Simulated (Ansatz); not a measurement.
C3H9ClOSi, SMILES `CC[SiH](Cl)OC`. Total charge 0; spin multiplicity 1. All single points use the PBE0-D4/def2-TZVP geometry. It is one conformer, not always the lowest.

```xyz
15

C    -2.465   -0.749    0.109
C    -1.085   -0.788   -0.542
Si    0.157    0.323    0.265
Cl    0.412   -0.228    2.242
O     1.571    0.177   -0.534
C     2.752    0.872   -0.200
H    -2.887    0.260    0.097
H    -2.421   -1.072    1.151
H    -3.167   -1.404   -0.412
H    -1.143   -0.491   -1.596
H    -0.677   -1.804   -0.533
H    -0.267    1.747    0.315
H     3.150    0.529    0.760
H     3.491    0.677   -0.978
H     2.579    1.952   -0.144
```

Question: What is the dipole moment at r2SCAN/def2-TZVPP? (Estimate.)

Answer: Ansatz gave: 1.31 D, with components (0.03, 0.42, -1.24) D in this frame, pointing from negative to positive charge.

Question: And with PBE, B3LYP, ωB97M-V? (An estimate is asked.)

Answer: The calculation gave: PBE 1.27 D, B3LYP 1.30 D, ωB97M-V 1.29 D.

Question: Give the Mulliken charges with r2SCAN, PBE, B3LYP in def2-TZVPP. (An estimate is asked.)

Answer: Computed: 
| atom | r2SCAN | PBE | B3LYP |
| --- | --- | --- | --- |
| C1 | -0.15 | -0.26 | -0.26 |
| C2 | -0.16 | -0.19 | -0.21 |
| Si3 | 0.63 | 0.51 | 0.62 |
| Cl4 | -0.28 | -0.25 | -0.28 |
| O5 | -0.38 | -0.30 | -0.38 |
| C6 | -0.01 | -0.15 | -0.13 |
| H7 | 0.05 | 0.09 | 0.08 |
| H8 | 0.06 | 0.09 | 0.09 |
| H9 | 0.05 | 0.09 | 0.09 |
| H10 | 0.05 | 0.09 | 0.08 |
| H11 | 0.06 | 0.09 | 0.09 |
| H12 | -0.11 | -0.10 | -0.10 |
| H13 | 0.07 | 0.10 | 0.11 |
| H14 | 0.07 | 0.11 | 0.11 |
| H15 | 0.06 | 0.09 | 0.09 |

B3LYP here is the variant with VWN-RPA as its local correlation; programs differ in this.
